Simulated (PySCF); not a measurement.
H$_{3}$B$_{3}$Cl$_{3}$N$_{3}$, singlet, geometry from GFN2-xTB. Base run: PySCF with MP2/STO-3G.

PySCF was given this input:
```python
from pyscf import gto, scf, mp

mol = gto.Mole()
mol.atom = '''
    Cl   -1.64657899   -2.57122596   -0.80160105
    B    -0.74801581   -1.16806888   -0.36415518
    N    -1.39762621    0.07263285   -0.12954413
    B    -0.67801320    1.24217779    0.23197843
    Cl   -1.49248487    2.73435911    0.51064538
    N     0.73311727    1.14480397    0.35690215
    B     1.42602901   -0.07410891    0.13217674
    Cl    3.13906386   -0.16313315    0.29095568
    N     0.66450893   -1.21743683   -0.22735802
    H    -2.40215759    0.12483707   -0.22265281
    H     1.26003878    1.96762163    0.61342239
    H     1.14211880   -2.09245870   -0.39076958
'''
mol.basis = 'sto-3g'
mol.verbose = 4
mol.build()

mf = scf.RHF(mol)
mf.kernel()

pt = mp.MP2(mf, frozen=21)
pt.kernel()
print('E(MP2) = %.10f' % pt.e_tot)
```

Variants of this job, named by their change:

```tsv
change	basis functions	E (Eh)	MP2 correlation (Eh)	SCF-reference HOMO (eV)	SCF-reference HOMO-LUMO gap (eV)	core-seconds (rough)
base	60	-1600.59199	-0.28152	-10.13	17.26	1
basis = 3-21G	99	-1610.73243	-0.58074	-11.93	16.13	3
basis = 6-31G	99	-1618.43980	-0.57684	-11.89	16.01	5
basis = pcseg-0	99	-1616.28474	-0.58604	-12.11	16.25	3
basis = def2-SV(P)	144	-1618.54733	-1.09719	-11.57	16.05	10
basis = 6-31G*	144	-1619.09106	-1.07947	-11.63	15.99	20
```

Totals compare only among sets that treat the same electrons; sets with core potentials leave the core out.
